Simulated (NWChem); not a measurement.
Molecule: BICl$_{2}$; SMILES ClB(Cl)I

```xyz
4

B      0.0000     0.0000    -0.9024
Cl     0.0000     1.5054    -1.7754
Cl     0.0000    -1.5054    -1.7754
I      0.0000     0.0000     1.2241
```
Atoms are numbered in this order, from 1.

All runs use the structure optimised with PBE0/def2-SVP. No frequency run checked for a minimum. def2 effective core potentials on I; no spin-orbit coupling.

Symmetry labels are those of C2v in the frame above (b1 and b2, or b-type labels, depend on it).

Problem. List the 4 lowest vertical singlet excitations from PBE/def2-SVPD with def2 effective core potentials on I, TDA (NWChem).

Solution. 
```csv
state,energy (eV),oscillator strength,symmetry,leading excitation (squared amplitude)
S1,3.85,0.000,a2,HOMO → LUMO (1.00)
S2,4.90,0.141,a1,HOMO−1 → LUMO (0.92)
S3,5.35,0.001,b1,HOMO−2 → LUMO (0.99)
S4,5.36,0.000,a2,HOMO−3 → LUMO (1.00)
```
